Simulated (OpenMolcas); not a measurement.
## Ge III: from CASSCF to CASPT2

```json
{"Program": "OpenMolcas", "Basis": "ANO-R2 [6s5p4d3f1g]", "Scalar Hamiltonian": "X2C, finite nucleus", "Active space": "2 electrons in 4 orbitals (4s 4p)", "State averaging": "2S+1 = 3 even, 3 roots; 2S+1 = 1 even, 7 roots; 2S+1 = 3 odd, 3 roots; 2S+1 = 1 odd, 3 roots", "Spin-orbit coupling": "RASSI with atomic mean-field integrals over the reference wave functions, term energies averaged over their components"}
```

Methods on the same reference wave functions:
A. CASSCF
B. SS-CASPT2, IPEA 0.25 Eh, imaginary shift 0.1 Eh (closed shells correlated: 3d)
C. MS-CASPT2, IPEA 0.25 Eh, imaginary shift 0.1 Eh (closed shells correlated: 3d)

Energies in cm-1 above 4s2 1S0, the measured ground level; measured values from Sugar and Musgrove, J. Phys. Chem. Ref. Data 22, 1213 (1993).

| Level | A | B | C | Measured |
| --- | --- | --- | --- | --- |
| 4s2 1S0 | 0.0 | 0.0 | 0.0 | 0.0 |
| 4s 4p 3P* 0 | 57947 | 60305 | 60562 | 61734 |
| 4s 4p 3P* 1 | 58604 | 60957 | 61214 | 62500 |
| 4s 4p 3P* 2 | 59971 | 62329 | 62586 | 64144 |
| 4s 4p 1P* 1 | 98315 | 91682 | 91939 | 91873 |
| 4p2 3P0 | 143637 | 145897 | 146153 | 147685 |
| 4p2 3P1 | 144380 | 146673 | 146930 | 148640 |
| 4p2 3P2 | 145600 | 147552 | 147809 | 150372 |
| 4p2 1D2 | 155894 | 149968 | 150225 | 144975 |
| 4p2 1S0 | 178840 | 171789 | 172304 | 174114 |

Deviations, from unrounded energies. A percentage is the sum of absolute deviations over the sum of measured energies, with the sign that they share, or ± where signs differ.

| Against measurement | Levels | A | B | C |
| --- | --- | --- | --- | --- |
| mean absolute deviation (cm-1) | 9 | 5200 | 2100 | 1900 |
| other configurations (%) | 9 | ±4.5 | ±1.8 | ±1.6 |

C lies closest to measurement on these levels and A furthest from it. The largest miss of C in the table is 4p2 1D2, by +5200 cm-1. The ranking rests on the paired levels alone, and a cruder setting can come out closer through cancelling errors.

Between B and C the level of the table that moves most is 4p2 1S0, by 510 cm-1 (lowest in B, highest in C).

The lowest spin-free term lies below A's lowest term by 0.465 hartree in B, 0.466 hartree in C.

Over all roots computed the reference weight is 0.91 to 0.96 in B, 0.91 to 0.96 in C; the roots of lowest weight are the least certain, and an intruder state may touch them. The ¹D term of p² mixes with s d, which this space lacks. Some levels mix across a computed gap that differs much from the measured one, so their mixing is not that of the real levels (holds for B; C). Computed and measured levels are paired by configuration, term and J; levels that our copy of the source lacks, or whose pairing is in doubt (as where it misses far off the trend of its configuration), stay unpaired and out of the deviations. Only configurations of the active space appear.

* marks odd parity.
